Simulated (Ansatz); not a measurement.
`N[SiH2][S][AlH2]` → `[NH2][AlH][SiH2]S`  (isomerisation)

Calculated with Ansatz (gas phase, PBE0-D4/def2-TZVP geometries, no zero-point term in ΔE). CCSD(T)/CBS is the MP2 limit (def2-TZVPP, def2-QZVPP) plus CCSD(T) − MP2 in def2-TZVPP, frozen cores. Functionals use def2-TZVPP. HSE06 is defined as in plane-wave codes. Each species was taken in one conformer, which may not be the lowest.

```json
{"level": "LDA (SPW92)", "ΔE (kcal/mol)": "16.3", "difference from CCSD(T)/CBS": "-2.8"}
{"level": "PBE-D4", "ΔE (kcal/mol)": "15.6", "difference from CCSD(T)/CBS": "-3.5"}
{"level": "revPBE-D4", "ΔE (kcal/mol)": "16.4", "difference from CCSD(T)/CBS": "-2.7"}
{"level": "BLYP-D4", "ΔE (kcal/mol)": "16.9", "difference from CCSD(T)/CBS": "-2.2"}
{"level": "r2SCAN-D4", "ΔE (kcal/mol)": "18.5", "difference from CCSD(T)/CBS": "-0.6"}
{"level": "B97M-V", "ΔE (kcal/mol)": "20.7", "difference from CCSD(T)/CBS": "1.6"}
{"level": "PBE0-D4", "ΔE (kcal/mol)": "17.4", "difference from CCSD(T)/CBS": "-1.7"}
{"level": "r2SCANh-D4", "ΔE (kcal/mol)": "18.9", "difference from CCSD(T)/CBS": "-0.2"}
{"level": "r2SCAN0-D4", "ΔE (kcal/mol)": "19.5", "difference from CCSD(T)/CBS": "0.4"}
{"level": "HSE06-D4", "ΔE (kcal/mol)": "17.4", "difference from CCSD(T)/CBS": "-1.7"}
{"level": "BHLYP-D4", "ΔE (kcal/mol)": "20.2", "difference from CCSD(T)/CBS": "1.1"}
{"level": "CAM-B3LYP-D4", "ΔE (kcal/mol)": "18.8", "difference from CCSD(T)/CBS": "-0.3"}
{"level": "ωB97M-V", "ΔE (kcal/mol)": "20.3", "difference from CCSD(T)/CBS": "1.2"}
{"level": "B2PLYP", "ΔE (kcal/mol)": "18.5", "difference from CCSD(T)/CBS": "-0.6"}
{"level": "PBE-QIDH", "ΔE (kcal/mol)": "19.5", "difference from CCSD(T)/CBS": "0.4"}
{"level": "PBE", "ΔE (kcal/mol)": "14.9", "difference from CCSD(T)/CBS": "-4.2"}
{"level": "revPBE", "ΔE (kcal/mol)": "14.2", "difference from CCSD(T)/CBS": "-4.9"}
{"level": "BLYP", "ΔE (kcal/mol)": "15.2", "difference from CCSD(T)/CBS": "-3.9"}
{"level": "r2SCAN", "ΔE (kcal/mol)": "18.4", "difference from CCSD(T)/CBS": "-0.7"}
{"level": "PBE0", "ΔE (kcal/mol)": "16.8", "difference from CCSD(T)/CBS": "-2.3"}
{"level": "r2SCAN0", "ΔE (kcal/mol)": "19.3", "difference from CCSD(T)/CBS": "0.2"}
{"level": "HSE06", "ΔE (kcal/mol)": "16.8", "difference from CCSD(T)/CBS": "-2.3"}
{"level": "BHLYP", "ΔE (kcal/mol)": "19.2", "difference from CCSD(T)/CBS": "0.1"}
{"level": "CAM-B3LYP", "ΔE (kcal/mol)": "18.1", "difference from CCSD(T)/CBS": "-1.0"}
{"level": "LC-ωPBE", "ΔE (kcal/mol)": "18.1", "difference from CCSD(T)/CBS": "-1.0"}
{"level": "RPA@PBE/def2-TZVPP", "ΔE (kcal/mol)": "17.2", "difference from CCSD(T)/CBS": "-1.9"}
{"level": "HF/def2-SVP", "ΔE (kcal/mol)": "20.6", "difference from CCSD(T)/CBS": "1.5"}
{"level": "MP2/def2-SVP", "ΔE (kcal/mol)": "19.6", "difference from CCSD(T)/CBS": "0.5"}
{"level": "CCSD/def2-SVP", "ΔE (kcal/mol)": "17.2", "difference from CCSD(T)/CBS": "-1.9"}
{"level": "CCSD(T)/def2-SVP", "ΔE (kcal/mol)": "17.1", "difference from CCSD(T)/CBS": "-2.0"}
{"level": "HF/def2-TZVPP", "ΔE (kcal/mol)": "21.4", "difference from CCSD(T)/CBS": "2.3"}
{"level": "MP2/def2-TZVPP", "ΔE (kcal/mol)": "21.0", "difference from CCSD(T)/CBS": "1.9"}
{"level": "SCS-MP2/def2-TZVPP", "ΔE (kcal/mol)": "20.3", "difference from CCSD(T)/CBS": "1.2"}
{"level": "CCSD/def2-TZVPP", "ΔE (kcal/mol)": "18.3", "difference from CCSD(T)/CBS": "-0.8"}
{"level": "CCSD(T)/def2-TZVPP", "ΔE (kcal/mol)": "18.3", "difference from CCSD(T)/CBS": "-0.8"}
{"level": "HF/def2-QZVPP", "ΔE (kcal/mol)": "21.4", "difference from CCSD(T)/CBS": "2.3"}
{"level": "MP2/def2-QZVPP", "ΔE (kcal/mol)": "21.5", "difference from CCSD(T)/CBS": "2.4"}
{"level": "SCS-MP2/def2-QZVPP", "ΔE (kcal/mol)": "20.8", "difference from CCSD(T)/CBS": "1.7"}
{"level": "HF/CBS(def2)", "ΔE (kcal/mol)": "21.4", "difference from CCSD(T)/CBS": "2.3"}
{"level": "CCSD/CBS(def2)", "ΔE (kcal/mol)": "19.1", "difference from CCSD(T)/CBS": "0.0"}
{"level": "CCSD(T)/CBS", "ΔE (kcal/mol)": "19.1", "difference from CCSD(T)/CBS": "0"}
```

Q: What do rigid-rotor, harmonic-oscillator terms from PBE0-D4/def2-TZVP frequencies (298.15 K, 1 bar) make of the CCSD(T)/CBS value? (Estimate.)

A: The calculation gave: ΔZPE = -0.1 kcal/mol, ΔH = +19.3 kcal/mol, ΔS = 16 J/(mol·K), ΔG = +18.2 kcal/mol. Modes under 50 cm⁻¹ make the entropy rough.

Largest T1 diagnostic among the species: 0.013.

From r2SCAN to r2SCAN0 (25 % exact exchange), in def2-TZVPP and without D4, ΔE moves by +0.9 kcal/mol. The D4 term adds +1.3 kcal/mol with B3LYP and +0.6 kcal/mol with PBE0; it sums over pairs of atoms, weighted by their polarisabilities, and B3LYP, whose exchange is more repulsive, gets the larger term. At CCSD(T), def2-SVP lies −2.0 kcal/mol from the extrapolated value and def2-TZVPP −0.8 kcal/mol.

B3LYP here is the variant with VWN-RPA as its local correlation; programs differ in this.
